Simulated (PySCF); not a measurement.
**Basis and Hamiltonian dependence of the electron affinity of Au**

Au- [Xe] 4f14 5d10 6s2 (1S) → Au [Xe] 4f14 5d10 6s1 (2S). Calculated with PySCF 2.14 from differences of total energies of unrestricted determinants, without spin-orbit coupling. Values in eV.

```tsv
basis	Hamiltonian	functions	UHF	PBE	PBE0	MP2 (valence)	CCSD(T) (valence)	CCSD(T) (valence and next inner shell)
aug-cc-pVDZ-PP with ECP60MDF	ECP	54	0.606	2.295	1.999	2.066	2.084	n/a
def2-TZVPPD with the def2 core potential (60 electrons)	ECP	59	0.435	2.142	1.873	2.013	1.951	2.030
ANO-RCC-VDZP	spin-free X2C	59	0.466	n/a	n/a	1.848	1.812	n/a
aug-cc-pwCVDZ-PP with ECP60MDF	ECP	70	0.624	2.294	2.002	2.093	2.096	2.195
ANO-RCC-VTZP	spin-free X2C	84	0.573	2.268	1.975	2.096	2.095	2.162
aug-cc-pVTZ-PP with ECP60MDF	ECP	88	0.611	2.288	1.994	2.152	2.163	n/a
def2-QZVPPD with the def2 core potential (60 electrons)	ECP	88	0.557	2.208	1.937	2.131	2.092	n/a
aug-cc-pVTZ-PP with one added diffuse shell each of s, p, d, f, g type with ECP60MDF	ECP	113	0.611	2.289	1.994	2.177	n/a	n/a
x2c-TZVPPall with one added diffuse shell each of s, p, d, f type	spin-free X2C	113	0.632	2.326	2.022	2.144	2.164	2.228
aug-cc-pwCVTZ-PP with ECP60MDF	ECP	122	0.624	2.295	2.002	2.167	n/a	n/a
```

Frozen in the all-electron rows: valence: [Xe] 4f14; valence and next inner shell: [Kr] 4d10 4f14; with a core potential, the same shells as far as they lie outside it.

In most of these bases the highest occupied level of the anion is positive at PBE, so the basis helps to hold the electron.

Reference for a calculation without spin-orbit coupling: 2.309 eV (measured; photodetachment measurements, as compiled on the Wikipedia data page of electron affinities).
